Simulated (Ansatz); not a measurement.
CH7AlBNO. Charge 0, multiplicity 1. The bonds changed during the relaxation, so this is another structure than the one it started from.

Z-matrix (Å, degrees):
```
Al
O 1 1.703
C 1 2.071 2 113.8
B 1 2.555 2 134.8 3 34.4
N 1 1.973 2 113.3 3 -47.3
H 1 1.568 2 119.3 3 176.1
H 2 0.954 1 124.9 3 -22.9
H 3 1.085 1 111.7 2 5.7
H 4 1.204 1 90.0 2 166.8
H 4 1.196 1 124.2 2 39.1
H 5 1.012 1 120.8 2 -153.4
H 5 1.010 1 121.5 2 -7.0
```

Q: Give the diagnostics of a CCSD(T)/def2-TZVPP run (frozen core, Ansatz). (An estimate is asked.)

A: Ansatz gave: T1 = 0.0120, largest single amplitude 0.016, largest double 0.022, (T) share of the correlation energy 3.7 %, 10 CCSD cycles. The RHF solution is stable towards an unrestricted one. T1 lies under the customary mark of 0.02 for closed shells.
